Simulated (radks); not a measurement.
Dynamic dipole polarisability and lines of the bromine ion Br6+, [Ar] 3d10 4s1. All-electron calculation, non-relativistic Kohn-Sham, LDA (Slater exchange, Perdew-Wang correlation), spin-polarised, spherical densities, point nucleus; open shells are filled with parallel spins first (spin-orbit coupling, left out, can overturn this in heavy ions). Program: a radial shooting solver on a logarithmic mesh with Libxc functionals. Time-dependent linear response with the Hartree and adiabatic LDA kernel, continuum included through the Sternheimer equations. Lines are the poles of the dipole polarisability below minus the highest occupied eigenvalue, found on a grid refined at the orbital gaps; the lowest seven at most are given, and weak or close lines can be missed. The first line takes the name of the lowest orbital gap if no other gap lies below it; otherwise a line is named after a gap within 0.6 % of it, if that gap stands alone.

photon energy (eV)  alpha (bohr^3)
0                            2.292
1.575                        2.310
7.876                        2.870
14.177                       7.715
20.478                      -3.395
26.779                     -0.8827
33.080                     -0.3088
39.381                    -0.05426
45.682                      0.1024
51.983                      0.2606
58.284                    -0.08713
64.585                      0.2980
70.886                      0.5530
77.187                       7.773
83.488                     -0.3609
89.789                     0.02608

Lines (eV, oscillator strength): 16.558 (74.88 nm, 4s-4p), f = 0.730; 56.138 (22.09 nm, unassigned), f = 0.0597; 57.993 (21.38 nm, unassigned), f = 0.00772; 72.306 (17.15 nm, 4s-6p), f = 0.0246; 77.233 (16.05 nm, 3d-4p), f = 0.0645; 79.857 (15.53 nm, unassigned), f = 0.456; 84.623 (14.65 nm, 4s-8p), f = 0.00707. Higher lines, where found, are left out when the end of the mesh affects them. Those listed give 90 % of the static polarisability (sum of f/w^2). Orbital energy gaps for comparison: 4s-4p 15.422 eV; 4s-5p 56.541 eV; 4s-6p 72.458 eV; 3d-4p 77.254 eV; 3d-4p down 79.177 eV. At laser wavelengths: 1550 nm 2.296, 1064 nm 2.301, 780 nm 2.310, 532 nm 2.332, 355 nm 2.384, 266 nm 2.462, 193 nm 2.642 bohr^3.
